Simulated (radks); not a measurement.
Results of a calculation; reference values are marked as such.
Coulomb parameter of the 5d shell of neutral tungsten in the model configuration [Xe] 4f14 5d5 6s1, as a second difference U = [E(n + 0.5) + E(n - 0.5) - 2 E(n)] / (0.5)^2 with all orbitals relaxed. "Bare": the charge of the atom changes with n. "Screened": the 6s shell takes up the change at fixed total charge, which measures U(5d,5d) + U(6s,6s) - 2 U(5d,6s). Code: a radial shooting solver on a logarithmic mesh with Libxc functionals. Model: scalar-relativistic Kohn-Sham, PBE, spin-unpolarised, spherical densities, point nucleus.

\begin{tabular}{lrr}
case & configuration & E - E(n) (eV) \\ \hline
start & [Xe] 4f14 5d5 6s1 & 0.000 \\
bare +0.5 & [Xe] 4f14 5d5.5 6s1 & -0.816 \\
bare -0.5 & [Xe] 4f14 5d4.5 6s1 & 2.619 \\
screened +0.5 & [Xe] 4f14 5d5.5 6s0.5 & 0.974 \\
screened -0.5 & [Xe] 4f14 5d4.5 6s1.5 & -0.844 \\
\end{tabular}

U(bare) = 7.211 eV, U(screened by 6s) = 0.520 eV, against the Slater integral F0(5d,5d) = 11.454 eV with frozen orbitals. The step up makes a negative ion, whose loosely bound charge lowers the bare value.
